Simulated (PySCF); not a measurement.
A structure optimised at PBE-D3(BJ)/def2-SVP, used in a PySCF frequency run:

```xyz
15

Te     0.0260    -1.0208     0.0000
H     -1.6545    -1.1187     0.0000
C     -0.0057     1.2255     0.0000
C     -0.7171     1.7124    -1.2633
C     -0.7171     1.7124     1.2633
C      1.4679     1.6440     0.0000
H     -0.7084     2.8262    -1.2847
H     -1.7758     1.3865    -1.2926
H     -0.2196     1.3480    -2.1831
H     -1.7758     1.3865     1.2926
H     -0.2196     1.3480     2.1831
H     -0.7084     2.8262     1.2847
H      2.0032     1.2793     0.9001
H      2.0032     1.2793    -0.9001
H      1.5336     2.7545     0.0000
```

Task: Write its SMILES, formula and point group.

Result: CC(C)(C)[TeH], C4H10Te, Cs

Task: What are its rotational constants (standard atomic weights)?

Result: 4.3856, 1.4962, 1.4844 GHz
